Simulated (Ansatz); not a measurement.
Several settings on one geometry of the cluster VO4H3 (the lowest singlet isomer of a short search) (that of the charge 0 singlet, r2SCAN-D4/def2-SVP). Ansatz on 4 threads of Arm Neoverse V2 on a shared host; times are rough.

```
atom   x (Å)   y (Å)   z (Å)
  V1  -0.031  -0.483   0.044
  O2   0.612   0.406   1.539
  O3  -0.531   1.206   1.068
  O4  -1.150  -1.545   0.280
  O5   0.201   0.075  -1.606
  H6  -0.096   1.990   0.679
  H7  -0.278  -0.271  -2.373
  H8   1.272  -1.378   0.368
```

Totals from different functionals, basis sets or treatments of relativity can't be compared as stabilities.

Scalar relativity in a set contracted without it gives distorted totals.

Task: Give the basis size and estimate the energy, ⟨S²⟩ and time of these runs.

```tsv
run	method	charge	state	further keys
1	RKS r2SCAN-D3(BJ)/cc-pVDZ	0	singlet	pseudopotentials: {relativity: scalar}; scf: {lower_state_search: off}
2	RKS B97M-V/def2-SVP	0	singlet	scf: {lower_state_search: light}; forces asked
3	RKS PBEsol/def2-SVP	0	singlet	scf: {omitted_lower_state_checks: [starts]}
```

Result: 
```
run  functions  energy (Eh)  ⟨S²⟩  wall time
  1        114   -1251.2553     –      1.8 s
  2        102   -1246.0257     –      4.9 s
  3        102   -1243.8773     –     0.85 s
```

The restricted singlet is unstable towards broken spin symmetry in Hartree–Fock (as tested in another run); at RKS r2SCAN-D3(BJ)/cc-pVDZ, RKS B97M-V/def2-SVP, RKS PBEsol/def2-SVP this wasn't settled.
